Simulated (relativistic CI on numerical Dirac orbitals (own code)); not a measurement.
## Nb⁺: M2,3 absorption edge

Computed with this model: Dirac-Coulomb-Breit CI, KLI orbitals optimised for each configuration, QED by a radiative potential, multiplet model of core-to-valence dipole absorption, unscaled Slater integrals; configurations [Kr] 4d4 → [Ne] 3s2 3p5 3d10 4s2 4p6 4d5; 10 K; Lorentzian 2 eV and Gaussian 0.4 eV FWHM. Energies are those of the free ion, without screening or charge transfer. The branching ratio is the share of the lower-energy edge in the whole absorption, uncertain by about 0.02 where the edges overlap. S is read from ⟨S²⟩ = S(S + 1).

Field parameters in Wybourne normalisation: D4h B²₀ = −7Ds, B⁴₀ = 21(Dq − Dt), B⁴₄ = 21√(5/14) Dq. The field is a parameter set, without covalency.

Computed curve for free ion, scaled to 100 at the maximum (points under 2 are left out and the grid is thinned):

Energy (eV), Intensity and a bar:
```
   356.00        2.0 
   356.75        2.4 
   357.50        3.0 
   358.25        3.7 #
   359.00        4.9 #
   359.75        6.6 #
   360.50        9.6 ##
   361.50       18.1 #####
   362.25       33.2 ##########
   363.00       52.1 ################
   363.75       59.9 ##################
   364.50       85.9 ##########################
   365.25       98.0 ##############################
   366.00       70.1 #####################
   366.75       45.2 #############
   367.50       27.8 ########
   368.25       16.1 ####
   369.00       10.2 ###
   369.75        7.1 ##
   370.50        5.3 #
   371.50        3.8 #
   372.25        3.2 
   373.00        2.7 
   373.75        2.4 
   374.50        2.3 
   375.25        2.2 
   376.00        2.2 
   376.75        2.4 
   377.50        2.8 
   378.25        3.6 
   379.00        5.2 #
   379.75        8.8 ##
   380.50       16.8 #####
   381.50       26.3 ########
   382.25       21.3 ######
   383.00       14.6 ####
   383.75        7.9 ##
   384.50        4.6 #
   385.25        3.0 
   386.00        2.1
```

The ground state has S = 2.00, and the centroid lies at 367.88 eV.
